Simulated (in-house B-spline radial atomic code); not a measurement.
Values are calculated unless marked as measured or tabulated.
## the indium ion In³⁺ at several levels of theory

Ground configuration [Kr] 4d10. All numbers come from an all-electron radial atomic-structure program (B-spline basis), all electrons, at the radial basis limit. Mean-field, RPA, GW and linear-response runs are scalar-relativistic (one-electron X2C), no spin-orbit coupling, without Breit or QED terms, open shells spin-polarised at highest spin; the many-body runs on Dirac-Hartree-Fock orbitals are four-component, and their energies hold both.

**Ionisation energy.** The reference is 55.45 ± 0.04 eV (NIST, measured). It runs between the lowest fine-structure levels, while the runs without spin-orbit coupling give shell averages, so part of their difference is this splitting, and a close match can be a cancellation.

| method | value (eV) | minus reference (eV) |
| --- | --- | --- |
| minus the highest LDA VWN5 level | 48.13 | -7.32 |
| minus the highest PBE level | 47.87 | -7.58 |
| G0W0 on PBE | 56.39 | +0.94 |
| minus the highest r2SCAN level | 48.32 | -7.13 |
| minus the highest PBE0 level | 50.35 | -5.10 |
| G0W0 on PBE0 | 56.48 | +1.03 |
| minus the highest B3LYP (VWN-RPA) level | 49.91 | -5.54 |
| minus the highest CAM-B3LYP level | 51.84 | -3.61 |
| minus the highest LC-wPBE level | 53.03 | -2.42 |
| minus the highest Hartree-Fock level | 56.57 | +1.12 |
| G0W0 on Hartree-Fock | 56.73 | +1.28 |
| Dirac-Fock + self-energy with TDHF screening (4d5/2) | 55.90 | +0.45 |

Q: Which methods come closest, and which lies farthest off?

A: Closest: Dirac-Fock + self-energy with TDHF screening (4d5/2) (+0.45 eV) and G0W0 on PBE (+0.94 eV). Farthest: minus the highest PBE level (-7.58 eV). The TDHF-screened form was chosen among four for its agreement on 13 closed-shell atoms.

**Static dipole polarisability and C6** of two like species, by linear response (no reference value is at hand):

```tsv
method	α (bohr³)	C6 (hartree·bohr⁶)
LDA VWN5	3.543	15.72
PBE	3.527	15.63
PBE0	3.42	15.09
B3LYP (VWN-RPA)	3.473	15.35
CAM-B3LYP	3.469	15.33
LC-wPBE	3.459	15.3
TDHF	3.217	14.07
relativistic RPA (four-component TDHF)	3.22	14.09
```

Q: What mean excitation energy do α and C6 imply in London's formula C6 = (3/4) α² ω?

A: LDA VWN5: ω = 1.670 hartree; relativistic RPA (four-component TDHF): ω = 1.812 hartree. A method that puts the excitations lower gives a larger α and a smaller ω.

Run times on one thread of shared hosts: mean field, RPA, SOSEX and G0W0 on PBE, 2.8 s (Arm Neoverse V2); TDDFT with PBE, 4 s (Arm Neoverse N1); removal energies by the self-energy, 92 s (Intel Xeon Platinum 8488C).
